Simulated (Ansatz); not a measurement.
Reaction: GeAsH4 (SMILES [GeH3][AsH], doublet) → GeAsH4 (SMILES [GeH2][AsH2], doublet)
Each species at its own B3LYP-D3(BJ)/def2-TZVP minimum (Ansatz, a program for electronic structure).

Property: isomerisation energy (electronic), in kcal/mol. Open shells are spin-unrestricted; no spin-orbit coupling. Cores are frozen in correlated methods (noble-gas shells, and filled d and f shells in the p block). No relativity. CBS(X,Y): correlation extrapolated as X^-3, Hartree-Fock from the larger set. A bracket is a step between two methods taken in the basis named. Double hybrids freeze cores in their MP2 part.

CCSD(T)/CBS(cc-pVTZ,cc-pVQZ) + [CCSDT(Q) - CCSD(T)]/cc-pVTZ (Ansatz) gives 7.6 kcal/mol.

Q: What does PBE/def2-TZVPD (Ansatz) give here, and how do the other levels compare?

A: PBE gives 5.2 kcal/mol, 2.4 kcal/mol below it. Differences of the others: wB97M-V/def2-TZVPD (Ansatz) 0.3; B2PLYP/def2-TZVPD (Ansatz) -0.1; CCSD(T)/CBS(cc-pVTZ,cc-pVQZ) (Ansatz) 0.1 kcal/mol.
